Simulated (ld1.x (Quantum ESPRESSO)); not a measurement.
Hf (Z = 72), TM: configuration errors across variants

- Element: hafnium (Hf)
- Generator: ld1.x (Quantum ESPRESSO) 7.5
- Type: norm-conserving Troullier–Martins (Kleinman–Bylander form)
- Functional: LDA (PZ)
- Relativity: scalar-relativistic
- Frozen core: [Xe] 4f14
- Valence charge: 4
- Reference configuration: 5d2 6s1 6p1
- Partial waves: 6s (bound): rc 2.95 bohr; 6p (bound): rc 2.95 bohr; 5d (bound): rc 1.95 bohr
- Local potential: the d channel
- Core correction: none

All-electron excitation energies from the reference (eV): (1) 5d2 6s2 6p0 -3.913; (2) 5d2 6s1 6p0 4.285; (3) 5d2 6s0 6p0 18.788; (4) 5d2 6s0 6p2 4.162; (5) 5d1 6s0 6p0 40.890; (6) 5d2.5 6s1.5 6p0 -2.665; (7) 5d2 6s1 6p1 spin -1.504; (8) 5d2 6s2 6p0 spin -4.354.

Spin tests fill each open shell by Hund’s rule, majority spin first.

Tests that are not counted but printed errors over 1 eV. “base”: 5d2 6s0 6p1 (solver errors, printed error -1.9 eV). “wave 5d (bound): rc 1.95 bohr becomes 5d (bound): rc 1.62 bohr”: 5d2 6s0 6p1 (solver errors, printed error -2.4 eV). “wave 5d (bound): rc 1.95 bohr becomes 5d (bound): rc 2.02 bohr”: 5d2 6s0 6p1 (solver errors, printed error -2.4 eV). “wave 5d (bound): rc 1.95 bohr becomes 5d (bound): rc 2.58 bohr”: 5d2 6s0 6p2 (solver errors, printed error -9.1 eV); 5d2 6s0 6p1 (solver errors, printed error -2.4 eV); 1 more.

A true bound ghost makes a file unfit for plane-wave use even where its test errors are small: the radial tests pick states by their node count and pass the ghost by. Where a test does run into it, the solver fails or the error is huge.

Errors AE − PS in meV (a dash: test not solved or not reliable):

| change | (1) | (2) | (3) | (4) | (5) | (6) | (7) | (8) | bound ghosts |
| --- | --- | --- | --- | --- | --- | --- | --- | --- | --- |
| base | +8.5 | +0.9 | +59 | +1.8 | +281 | +1.8 | +1095 | +638 | s, p |
| wave 5d (bound): rc 1.95 bohr becomes 5d (bound): rc 1.24 bohr | +9.1 | +1.0 | +58 | +8.1 | +283 | +3.2 | +1093 | +642 | s, p |
| wave 5d (bound): rc 1.95 bohr becomes 5d (bound): rc 1.62 bohr | +8.4 | +0.8 | +59 | -0.1 | +282 | +1.6 | +1095 | +638 | s, p |
| wave 5d (bound): rc 1.95 bohr becomes 5d (bound): rc 2.02 bohr | +8.5 | +0.9 | +59 | +1.8 | +281 | +1.9 | +1095 | +638 | s, p |
| wave 5d (bound): rc 1.95 bohr becomes 5d (bound): rc 2.58 bohr | +8.2 | +0.9 | +58 | – | +281 | +1.5 | – | +637 | s, p |
| wave 5d (bound): rc 1.95 bohr becomes 5d (bound): rc 2.92 bohr | +7.5 | +0.9 | +55 | +24 | +282 | +1.2 | +1098 | +630 | s |

Question: Give the same row for: wave 5d (bound): rc 1.95 bohr becomes 5d (bound): rc 2.30 bohr.

Answer: +8.4, +0.8, +58, +0.7, +281, +1.8, +1095, +638; bound ghosts: s, p. Not counted: 5d2 6s0 6p1 (solver errors, printed error -2.4 eV).
